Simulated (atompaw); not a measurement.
**u(r) = r·R(r): atom against pseudo-atom (terbium)**

Columns: radius, all-electron u(r) and pseudo u(r) of the 4f shell (level -5.90 eV) of terbium in the configuration [Kr] 4d10 4f8.5 5s2 5p6 5d0.5 6s2 6p0; PBE, scalar-relativistic, PAW (atompaw) scheme, atompaw 4.2.0.5.

| r (bohr) | all-electron | pseudo |
| --- | --- | --- |
| 0.113 | 0.1133 | 0.0014 |
| 0.227 | 0.5065 | 0.0216 |
| 0.340 | 0.8588 | 0.0934 |
| 0.454 | 1.0437 | 0.2394 |
| 0.567 | 1.0837 | 0.4397 |
| 0.681 | 1.0404 | 0.6424 |
| 0.794 | 0.9594 | 0.7788 |
| 0.908 | 0.8653 | 0.8156 |
| 1.021 | 0.7725 | 0.7676 |
| 1.135 | 0.6851 | 0.6851 |
| 1.248 | 0.6065 | 0.6065 |
| 1.362 | 0.5356 | 0.5356 |
| 1.475 | 0.4734 | 0.4734 |
| 1.588 | 0.4185 | 0.4185 |
| 1.702 | 0.3700 | 0.3700 |
| 1.815 | 0.3278 | 0.3278 |
| 1.929 | 0.2906 | 0.2906 |
| 2.042 | 0.2583 | 0.2583 |
| 2.156 | 0.2297 | 0.2297 |
| 2.269 | 0.2049 | 0.2049 |
| 2.383 | 0.1829 | 0.1829 |
| 2.496 | 0.1638 | 0.1638 |
| 2.610 | 0.1468 | 0.1468 |
| 2.723 | 0.1319 | 0.1319 |
| 2.837 | 0.1187 | 0.1187 |
| 2.950 | 0.1071 | 0.1071 |

Question: How many radial nodes do the two functions have?

Answer: The all-electron 4f function has n − l − 1 = 0; the pseudo-wave has 0.

Question: At about which radius was the pseudo-wave matched?

Answer: 1.15 bohr, where the columns begin to agree (steps of 0.11 bohr).

Question: Where does each function peak?

Answer: Outermost all-electron maximum near 0.57 bohr, pseudo maximum near 0.91 bohr (to the table’s step).

Question: Is the pseudo-wave norm-conserving?

Answer: No, it belongs to a PAW set: the norm inside the radius is not constrained, and the difference is carried by the augmentation charge.
